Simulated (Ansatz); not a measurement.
Reaction (redistribution): `[CH3][Al]([Cl])[Cl]` + `S[Si](Cl)(Cl)Cl` → `[CH3][Al]([SH])[Cl]` + `Cl[Si](Cl)(Cl)Cl`

Program: Ansatz. Geometries: PBE0-D4/def2-TZVP. ΔE: electronic, gas phase. CCSD(T)/CBS adds triple-zeta CCSD(T) − MP2 to the extrapolated MP2 energy (def2 sets, frozen cores). Functionals use def2-TZVPP. B3LYP here is the variant with VWN-RPA as its local correlation; programs differ in this. HSE06 is defined as in plane-wave codes. One conformer a species, not always the lowest.

`[CH3][Al]([Cl])[Cl]`:

Cartesian coordinates in Å:
```
C -0.232 0.035 0.945
Al 0.244 -0.041 -0.922
Cl -1.105 0.543 -2.408
Cl 2.116 -0.704 -1.571
H 0.585 -0.302 1.585
H -0.498 1.057 1.230
H -1.109 -0.588 1.141
```

`S[Si](Cl)(Cl)Cl`:

Cartesian coordinates in Å:
```
S 0.963 -0.792 -1.234
Si -0.046 0.042 0.415
Cl 0.879 -0.687 2.065
Cl 0.043 2.073 0.425
Cl -2.012 -0.472 0.453
H 0.173 -0.164 -2.124
```

`[CH3][Al]([SH])[Cl]`:

```xyz
8

C    -0.653    0.567   -1.099
Al    0.397   -0.072    0.393
S    -0.225   -1.774    1.599
Cl    2.204    0.861    0.920
H    -0.068    0.539   -2.022
H    -1.556   -0.031   -1.246
H    -0.953    1.607   -0.941
H     0.854   -1.697    2.396
```

`Cl[Si](Cl)(Cl)Cl`:

Z-matrix (Å, degrees):
```
Si
Cl 1 2.021
Cl 1 2.022 2 109.5
Cl 1 2.021 2 109.5 3 120.0
Cl 1 2.022 2 109.5 3 -120.0
```

| level | ΔE (kJ/mol) | difference from CCSD(T)/CBS |
| --- | --- | --- |
| LDA (SPW92) | 12.1 | -2.8 |
| PBE-D4 | 13.9 | -1.0 |
| revPBE-D4 | 14.4 | -0.5 |
| BLYP-D4 | 15.6 | 0.7 |
| r2SCAN-D4 | 14.3 | -0.6 |
| B97M-V | 14.2 | -0.7 |
| r2SCANh-D4 | 14.5 | -0.4 |
| r2SCAN0-D4 | 14.7 | -0.2 |
| HSE06-D4 | 14.3 | -0.6 |
| BHLYP-D4 | 16.2 | 1.3 |
| CAM-B3LYP-D4 | 15.3 | 0.4 |
| ωB97X-V | 14.8 | -0.1 |
| ωB97M-V | 14.3 | -0.6 |
| B2PLYP | 14.8 | -0.1 |
| PBE-QIDH | 14.4 | -0.5 |
| PBE | 13.4 | -1.5 |
| BLYP | 14.7 | -0.2 |
| r2SCAN | 14.2 | -0.7 |
| PBE0 | 13.9 | -1.0 |
| B3LYP | 14.9 | 0.0 |
| r2SCANh | 14.3 | -0.6 |
| r2SCAN0 | 14.5 | -0.4 |
| HSE06 | 13.9 | -1.0 |
| BHLYP | 15.5 | 0.6 |
| CAM-B3LYP | 14.8 | -0.1 |
| LC-ωPBE | 14.2 | -0.7 |
| RPA@PBE/def2-TZVPP | 13.1 | -1.8 |
| HF/def2-SVP | 19.1 | 4.2 |
| MP2/def2-SVP | 16.8 | 1.9 |
| CCSD/def2-SVP | 16.8 | 1.9 |
| CCSD(T)/def2-SVP | 16.5 | 1.6 |
| HF/def2-TZVPP | 16.5 | 1.6 |
| MP2/def2-TZVPP | 14.4 | -0.5 |
| SCS-MP2/def2-TZVPP | 14.5 | -0.4 |
| CCSD/def2-TZVPP | 14.4 | -0.5 |
| CCSD(T)/def2-TZVPP | 14.1 | -0.8 |
| HF/def2-QZVPP | 16.6 | 1.7 |
| HF/CBS(def2) | 16.6 | 1.7 |
| MP2/CBS(def2) | 15.2 | 0.3 |
| CCSD/CBS(def2) | 15.2 | 0.3 |
| CCSD(T)/CBS | 14.9 | 0 |

Largest T1 diagnostic among the species: 0.010.

Leaving LDA and LC-ωPBE aside and taking each functional with its dispersion term where it has one, the values spread over 2.3 kJ/mol, from PBE-D4 to BHLYP-D4.
